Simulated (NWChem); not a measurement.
# GaBrF₂; SMILES [F][Ga]([F])[Br]

```xyz
4

Ga     0.0000     0.0000     0.7377
F      0.0000    -1.4719     1.6538
F      0.0000     1.4719     1.6538
Br     0.0000     0.0000    -1.5039
```
Atoms are numbered in this order, from 1.

The geometry was optimised at PBE0/def2-SVP.

Symmetry labels are those of C2v in the frame above (b1 and b2, or b-type labels, depend on it).

Question: List the 4 lowest vertical singlet excitations from CAM-B3LYP/def2-SVPD, TDA (NWChem).

Answer: 
```
state  energy (eV)  oscillator strength  symmetry  leading excitation (squared amplitude)
-----  -----------  -------------------  --------  --------------------------------------
S1            5.73                0.018        b2                      HOMO → LUMO (0.97)
S2            5.86                0.021        b1                    HOMO−1 → LUMO (0.97)
S3            6.83                0.000        a2                    HOMO → LUMO+1 (0.98)
S4            7.13                0.003        a1                  HOMO−1 → LUMO+1 (0.67)
```
